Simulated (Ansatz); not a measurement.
**Question.** Predict a relaxed structure of (LiF)4 cube (Li₄F₄), charge 0, singlet, at PBE-D4/def2-SVP (Ansatz).

**Answer.** 
```
atom   x (Å)   y (Å)   z (Å)
  F1  -1.354   0.469  -0.841
  F2  -0.454  -0.897   1.323
  F3   0.834   1.346   0.503
  F4   0.974  -0.918  -0.985
 Li5  -0.875   0.825   0.885
 Li6  -0.749  -1.210  -0.452
 Li7   1.216  -0.421   0.756
 Li8   0.407   0.806  -1.189
```
Point group Td (tolerance 0.1 Å). This is one stationary point.
